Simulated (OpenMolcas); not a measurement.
# P: terms and fine structure

```yaml
Program: OpenMolcas 26.06
Method: CASSCF
Basis: ANO-RCC-VQZP [6s5p3d2f1g]
Scalar_Hamiltonian: DKH2, point nucleus
Active_space: 5 electrons in 4 orbitals (3s 3p)
State_averaging: 2S+1 = 4 odd, 1 root; 2S+1 = 2 odd, 8 roots
Spin-orbit_coupling: RASSI with atomic mean-field integrals over the reference wave functions, term energies averaged over their components
```

Spin-free terms above the lowest, with the occupations of the reference:

```tsv
Configuration	Term	E (cm-1)	Occupations
3s2 3p3	4S*	0.0	3s 2.00 3p 3.00
3s2 3p3	2D*	15345	3s 2.00 3p 3.00
3s2 3p3	2P*	20706	3s 1.95 3p 3.05
```

With spin-orbit coupling, above the lowest level:

| Configuration | Term | J | E (cm-1) | Measured (cm-1) | g | Term weight % |
| --- | --- | --- | --- | --- | --- | --- |
| 3s2 3p3 | 4S* | 3/2 | 0.0 | 0.0 | 2.002 | 100 |
| 3s2 3p3 | 2D* | 3/2 | 15336 | 11361 | 0.801 | 100 |
| 3s2 3p3 | 2D* | 5/2 | 15347 | 11377 | 1.200 | 100 |
| 3s2 3p3 | 2P* | 1/2 | 20715 | 18723 | 0.666 | 100 |
| 3s2 3p3 | 2P* | 3/2 | 20720 | 18748 | 1.333 | 100 |

Against the 4 measured excited levels shown (NIST Handbook of Basic Atomic Spectroscopic Data) the mean absolute deviation is 3000 cm-1; the largest miss in energy is 3s2 3p3 2D* 3/2: computed 15336, measured 11361 cm-1 (+35.0 %).

Spin-orbit coupling puts the lowest level 2.5 cm-1 below the lowest spin-free term.

Without dynamic correlation excited terms often stand tens of per cent too high (terms of higher spin than the ground term too low), and those without a measured partner can miss by more than the paired ones. No level of 3s 3p4 was computed, though it lies in the active space. Measured partners are found by configuration, term and J. A level has none where our copy of the source lacks it or the pairing is in doubt (some pairs that miss far off the trend of their configuration count as doubtful), and it then counts in no deviation. Levels of configurations outside the active space are missing. The first state left out of the spin-orbit step lies near 150000 cm-1 above the lowest spin-free state of the reference (among the parities and spins computed), and the list stops at four fifths of that energy or lower.

The term weight is that of the spin-free term in the level, not the purity of its configuration. * marks odd parity.
